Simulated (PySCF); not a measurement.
## SnSe⁺: one state, many levels of theory

State: ²Π (doublet), unpaired electrons π ↑. Set-up: Sn aug-cc-pVDZ-PP with ECP28, Se aug-cc-pVDZ-PP with ECP10; scalar-relativistic core potentials (PySCF 2.14). De refers to Sn⁺ + Se in their high-spin ground configurations, without counterpoise correction. The functionals are run spin-unrestricted. A positive dipole points towards Se; it is taken about the centre of mass and depends on that origin.

```tsv
Level	Re (Å)	ωe (cm⁻¹)	De (eV)	μ (D)	CPU s a point (SCF and correlation, without the integrals)
UHF	2.502	271	1.51	-3.30	0.47
UHF-MP2	2.513	266	2.63	n/a	0.95
UHF-SCS-MP2	2.519	263	2.53	n/a	n/a
UHF-CCSD	2.524	259	2.49	n/a	n/a
UHF-CCSD(T)	2.535	252	2.64	n/a	73
LDA	2.499	262	3.87	-2.15	0.93
PBE	2.538	250	3.27	-2.42	2.2
PBEsol	2.516	257	3.50	-2.28	1.1
TPSS	2.531	252	3.18	-2.50	3.5
r²SCAN	2.512	260	3.13	-2.47	2.1
PBE0	2.507	264	3.00	-2.64	2.5
LC-ωPBE	2.466	283	2.63	-2.79	2.7
```

Question: Which functional lies closest to UHF-CCSD(T) in De, which farthest, and by how much do they differ from it?

Answer: Closest is LC-ωPBE (-6.9 pm in Re, +12.3 % in ωe, -0.01 eV in De against UHF-CCSD(T) in the same basis), farthest LDA (-3.6 pm in Re, +4.0 % in ωe, +1.23 eV in De). CCSD(T) converges more slowly with the basis than the functionals do and binds too weakly in this one, so the order can change at the basis-set limit.

Question: What does a quarter of exact exchange do here, going from PBE to PBE0?

Answer: PBE0 less PBE: -3.1 pm in Re, +5.6 % in ωe, -0.27 eV in De. Exact exchange removes part of the self-interaction that spreads semilocal densities, and in most molecules shortens and stiffens the bond and lowers De; so it does here.

Question: What does second-order correlation do here, going from UHF to UHF-MP2?

Answer: UHF-MP2 less UHF: +1.1 pm in Re, -1.8 % in ωe, +1.12 eV in De. Correlation nearly always deepens the well. The bond lengthens, as in strong covalent bonds, where excitations into antibonding orbitals dominate.

Correlated steps freeze 8 core orbitals. Correlated levels converge slowly with the basis: in double zeta they bind strong bonds too weakly, by up to about 1 eV, and carry superposition errors of some tenths. Spin–orbit coupling is left out, which matters for elements this heavy, above all for dissociation energies. For an ion De counts to the pair picked by the measured ionisation energies or electron affinities, which need not be the lowest pair at this level. Counting both spins, an empty level lies below a filled one in some of these solutions, because spin and occupation are held. The state was picked by a PBE0 search and need not be the measured ground state.

The whole job (state search and all levels along the bond) took about 14 min on 1 thread of Arm Neoverse N1 (shared host), peak memory 0.94 GiB.
